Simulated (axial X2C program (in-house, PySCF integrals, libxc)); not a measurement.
SbF⁺: nuclear properties from DFT to coupled cluster

Calculated with an axial X2C code built on PySCF integrals: two-component X2C with atomic mean-field Coulomb and Gaunt terms, Gaussian nuclei, basis Sb dyall-acv3z, F dyall-av3z with contracted cores.

R = 1.852 Å (near the PBE0 minimum at charge 1 of the determinant lowest at the starting distance; the state shown can have its own minimum elsewhere); state Ω = 1/2 (⟨Sz⟩ = -0.49, ⟨Lz⟩ = 0.99 at PBE0).

| level | Eeff magnitude (GV/cm) | Ws magnitude Sb (kHz) | A∥/gI Sb (MHz) | qzz Sb (a.u.) | A∥/gI F (MHz) |
| --- | --- | --- | --- | --- | --- |
| PBE0 | 1.48 | 1.51 | 4030 | -0.93 | 144 |
| HF | 0.515 | 0.433 | 3740 | -1.28 | 78.4 |
| B3LYP | 1.91 | 2.01 | 3950 | -0.78 | 149 |

Eeff is the effective electric field on the electron electric dipole moment in this Ω state and Ws the scalar–pseudoscalar constant of the nucleus named (defined with the proton number Z and per Ω); A∥ (defined per Ω) follows by multiplying with gI = μI/(I μN); qzz is the electric field gradient, eQq0 = 234.96 MHz × Q/barn × qzz. The operators were transformed with the bare-nucleus X2C matrices; with these basis sets, hyperfine constants and field gradients can be off by tens of per cent, and where levels differ in sign neither size nor sign is settled.

Finite-field MP2, CCSD and CCSD(T), with 21 electrons correlated in 130 natural virtual spinors (MP2 remainder added):

| level | Eeff magnitude (GV/cm) | Ws magnitude Sb (kHz) | A∥/gI Sb (MHz) | qzz Sb (a.u.) | A∥/gI F (MHz) |
| --- | --- | --- | --- | --- | --- |
| MP2 | 2.91 | 3.23 | 3950 | -0.88 | 151 |
| CCSD | 2.23 | 2.43 | 3550 | -1.03 | 122 |
| CCSD(T) | 2.33 | 2.55 | 3510 | -0.95 | 133 |

T1 = 0.017 (Lee–Taylor). One unrestricted determinant, the lowest of a limited PBE0 search, is the reference; the functionals treat spin collinearly. Eeff spreads by more than a factor of two over the levels. Correlation of the inner shells is missing, which matters for properties at the nucleus. Number of frozen shells: Sb 4 s, 3 p, 1 d; F 1 s.

(1) By how much does correlation change each value, CCSD(T) against HF?

## Answers

(1) Eeff magnitude 352 %; Ws magnitude Sb 489 %; A∥/gI Sb -6 %; qzz Sb -26 %; A∥/gI F 70 %.
